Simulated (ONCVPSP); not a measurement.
**Transferability test, ONCV potential for germanium (Ge)**

```json
{"Element": "Ge (Z = 32)", "Generator": "ONCVPSP 4.0.1", "Type": "optimised norm-conserving Vanderbilt (ONCV)", "Functional": "LDA (Perdew-Wang 92)", "Relativity": "fully relativistic", "Frozen core": "[Ar] 3d10", "Valence charge": "4", "Reference configuration": "4s2 4p1 (charge +1)", "Partial waves": "4s: rc 1.80 bohr, ncon 4, nbas 9, qcut 4.1 1/bohr, 2 projectors, debl 2.2 Ha; 4p: rc 1.85 bohr, ncon 4, nbas 8, qcut 4.3 1/bohr, 2 projectors, debl 1.4 Ha", "Local potential": "polynomial inside 1.75 bohr (lpopt 3, dvloc0 -1 Ha)", "Core correction": "polynomial model core, fcfact 0.5"}
```

Open shells are filled in proportion to 2j + 1.

Energies are relative to the spin-unpolarised reference configuration 4s2 4p1; without spin polarisation the order of configurations can differ from experiment.

| valence configuration | charge | ΔE all-electron (eV) | error AE − PS (meV) |
| --- | --- | --- | --- |
| 4s2 4p2 | 0 | -7.633 | -4.9 |
| 4s0 4p4 | 0 | 8.724 | -25 |

Problem. What are ΔE and the potential's error for 4s1 4p0?

Solution. ΔE = 50.928 eV all-electron; the error (AE − PS) is -185 meV.

Problem. What are ΔE and the potential's error for 4s2 4p0?

Solution. ΔE = 15.713 eV all-electron; the error (AE − PS) is -18 meV.

Levels in the configuration 4s2 4p2:

```tsv
level	all-electron (eV)	pseudo (eV)
4s j=1/2	-11.943	-11.927
4p j=3/2	-3.983	-3.978
4p j=1/2	-4.178	-4.172
```
